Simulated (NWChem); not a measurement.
## Correlation energy of ClGa

```xyz
2

Ga     0.0000     0.0000    -0.7909
Cl     0.0000     0.0000     1.4423
```
Charge 0, spin multiplicity 1.

All runs are NWChem calculations. The geometry was optimised at B3LYP/def2-SVP, a minimum by its harmonic frequencies.

Basis set: def2-SVP. Each correlation energy counts from its own Hartree-Fock reference.

The Hamiltonian is non-relativistic. The correlated methods keep 14 core orbitals frozen. The structure started from a generated list of species. No row is a measurement; the coupled-cluster row has its own basis-set and correlation limits.

Question: One of these methods gave a correlation energy of -319.2 mHa. Which?
(A) CCSD
(B) CR-CCSD[T]
(C) MP2
(D) SCS-MP2

Answer: C, MP2. The others give -300.2 (SCS-MP2), -337.6 (CR-CCSD[T]), -328.5 (CCSD).
